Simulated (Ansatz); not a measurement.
Results of the Gaussian-basis code of Ansatz.

Basis-set series for `CNCC(F)(F)F`. Total charge 0; spin multiplicity 1. All single points use the PBE0-D4/def2-TZVP geometry. It is one conformer, not always the lowest.

| functional | basis | functions | energy (Eh) | HOMO (eV) | LUMO (eV) |
| --- | --- | --- | --- | --- | --- |
| PBE0-D4 | def2-TZVPP | 301 | -471.93942 | -7.05 | 0.99 |
| PBE0-D4 | def2-QZVPP | 579 | -471.96409 | -7.09 | 0.54 |
| ωB97M-V | def2-TZVPP | 301 | -472.27351 | -9.44 | 2.44 |
| ωB97M-V | def2-QZVPP | 579 | -472.29704 | -9.48 | 1.68 |

Give the rows for def2-SVP. (An estimate is asked.)

The calculation gave: 
```json
{"functional": "PBE0-D4", "basis": "def2-SVP", "functions": "128", "energy (Eh)": "-471.38365", "HOMO (eV)": "-6.85", "LUMO (eV)": "1.65"}
{"functional": "ωB97M-V", "basis": "def2-SVP", "functions": "128", "energy (Eh)": "-471.70200", "HOMO (eV)": "-9.23", "LUMO (eV)": "3.32"}
```

Positive LUMOs are unbound and depend on the basis.
